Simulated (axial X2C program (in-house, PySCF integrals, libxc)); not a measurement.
## Spin–orbit effects down a group: molecules with Cu, PBE0

Calculated with an in-house relativistic program for diatomic molecules, spin-free (one-electron X2C) or two-component (2c: spin–orbit coupling with atomic mean-field Coulomb and Gaunt terms, which also bring small scalar terms), in Dyall basis sets with cores contracted in-house; open shells are unrestricted.

Basis sets: Al dyall-v3z, B dyall-v3z, Cu dyall-cv3z, In dyall-cv3z.

```tsv
molecule	spin-free state	Re (Å)	ωe (cm⁻¹)	De (eV)	2c state	Re 2c (Å)	ωe 2c (cm⁻¹)	De 2c (eV)
CuB	M_S = 0, Λ = 0	1.913	544.7	2.33	Ω = 0	1.914	544.3	2.33
AlCu	M_S = 0, Λ = 0	2.365	285.7	2.15	Ω = 0	2.366	285.5	2.15
CuIn	M_S = 0, Λ = 0	2.551	183.5	2.00	Ω = 0	2.551	183.3	n/a
```

Problem. Work out the shifts from the spin-free to the two-component result.

Solution. 

```
molecule  2c state  ΔRe (Å)  Δωe (cm⁻¹)  ΔDe (eV)
     CuB     Ω = 0    0.001        -0.4      0.00
    AlCu     Ω = 0    0.001        -0.2      0.00
    CuIn     Ω = 0    0.000        -0.2       n/a
```

Shifts of one unit in the last digit are rounding.

Each entry is the lowest single determinant of a limited PBE0 search at one distance. De goes to single-determinant-based atoms at the same level (for ions the charge split of lowest energy) and is withheld (n/a) where an atom does not fit its ground term or J level. Main or longest-lived isotopes. Some light 2c atoms are not at their ground J level, so De misses part of their lowering (0.04 eV or less). The functionals have no current term, which raises determinants with orbital currents.
